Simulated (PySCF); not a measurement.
# Reading the logs of faulty runs: AlC2H5O

Calculated results; nothing here was measured. They come from PySCF 2.14.0, an open-source quantum chemistry program, on an isolated molecule that a program drew, which may never have been made. The molecule is AlC2H5O (charge 0, singlet), drawn as the SMILES string `CC[O][Al]`.

Each row is a Hartree-Fock (HF) and frozen-core CCSD(T) single point in the cc-pV(D+d)Z basis, meant for a local HF minimum. Run 1 is clean. Each other run has one planted mistake out of seven kinds, and not every kind appears here: one electron removed, one electron added, multiplicity raised by two, geometry at a saddle point, minimal basis STO-3G, one bond length entered in bohr, all coordinates scaled. The reference is restricted for singlets and unrestricted otherwise, and also for a bond in bohr. Adding or removing an electron swaps singlet and doublet. Electrons count all cores. HOMO and LUMO are orbital energies over both spins, the gradient is its largest component, and the lowest frequency (negative if imaginary) is given only where the gradient is small. Bond lengths are over the 8 bonds as drawn. T1 is the CCSD diagnostic: over 0.02 (restricted) or 0.045 (unrestricted) a single reference is doubtful.

Geometry of the clean run:
```xyz
9
AlC2H5O, angstrom
C    -1.6142   -0.8192   -0.7850
C    -0.2795   -0.1171   -0.6134
O     0.6769   -0.6211   -1.4887
Al    1.8582   -1.1985   -2.5234
H    -1.9885   -0.6892   -1.8029
H    -2.3537   -0.4115   -0.0907
H    -1.5130   -1.8894   -0.5917
H     0.0742   -0.2375    0.4146
H    -0.3987    0.9558   -0.7893
```

| run | electrons | basis functions | <S^2> | HOMO (eV) | LUMO (eV) | gradient (hartree/bohr) | lowest frequency (cm^-1) | mean bond (Å) | longest bond (Å) | T1 | HF (hartree) | CCSD(T) (hartree) | mistake |
|---|---|---|---|---|---|---|---|---|---|---|---|---|---|
| 1 | 38 | 90 | 0.000 | -8.43 | 1.88 | 5.6e-06 | 85 | 1.2559 | 1.673 | 0.0151 | -395.47780 | -396.05569 | no fault |
| 2 | 37 | 90 | 0.754 | -16.52 | -7.10 | 5.9e-02 | - | 1.2559 | 1.673 | 0.0195 | -395.19370 | -395.73850 | one electron removed |
| 3 | 38 | 90 | 2.002 | -5.76 | -0.05 | 5.9e-03 | - | 1.2559 | 1.673 | 0.0151 | -395.38816 | -395.93244 | multiplicity raised by two |
| 4 | 39 | 90 | 0.773 | 1.04 | 6.85 | 4.4e-02 | - | 1.2559 | 1.673 | 0.0161 | -395.42361 | -396.00619 | one electron added |
| 5 | 38 | 90 | 0.000 | -8.06 | 2.05 | 1.0e-01 | - | 1.1379 | 1.516 | 0.0127 | -395.38067 | -395.94025 | ? |

**Which mistake was planted in run 5, and what did it cost?**

The mean and the longest bond both change by the same factor, 0.906, and the gradient is no longer small. So the mistake is: all coordinates scaled. Subtracting run 1 and multiplying by 627.51 kcal/mol a hartree, the energy moved by 60.9 kcal/mol in HF and 72.4 kcal/mol in CCSD(T).

Cautions from the logs. Run 4: the HOMO is above zero, so the electron isn't bound and the energy depends on the basis.
